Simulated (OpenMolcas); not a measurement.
Ti3+ (d1) in a complex was computed by SS-CASPT2, IPEA 0.25 Eh, sigma2 regulariser 0.3 Eh with the d shell active (OpenMolcas, ANO-RCC-VDZP on the metal). Its lowest spin-free states, and all those of the highest spin:

```tsv
2S+1	Degeneracy	E (cm-1)
2	2	0
2	3	4350
```

**Question.** Is the site octahedral, tetrahedral or cube-like, axial, or of lower symmetry?

**Answer.** The states with 2S+1 = 2 have orbital degeneracies 2, 3. Threefold states need a cubic site. For d1 at this spin an octahedron puts the threefold T2 below the twofold E and a tetrahedron or cube puts the twofold E below the threefold T2, so the site is a tetrahedron or a cube, which this pattern cannot tell apart. The first gap at this spin, 4350 cm-1, is |10Dq| in ligand-field theory. The run had Ti3+ with 4 ligands (chloride) in tetrahedral coordination (Td) at 2.42 Å. A charge of +0.25 e stands 2.6 Å behind each ligand. Ligand basis ANO-RCC-VDZP.

Over all roots computed the reference weight is 0.74; a low but even weight reflects the number of correlated electrons. An orbital doublet at a regular site is open to a Jahn-Teller distortion, which this geometry leaves out. Ligand-to-metal charge-transfer states are missing. With one d shell and no ligand orbital active, 10Dq can be off by a tenth or more. The distance lies 5 % over the 2.3 Å that this model takes as the normal distance (a Shannon-type radius plus a fixed donor radius); by an R⁻⁵ law this alone changes a d-shell field by about -22 %. No measured value stands beside these numbers; the geometry is a model, was not optimised and need not be the one that this ion takes.
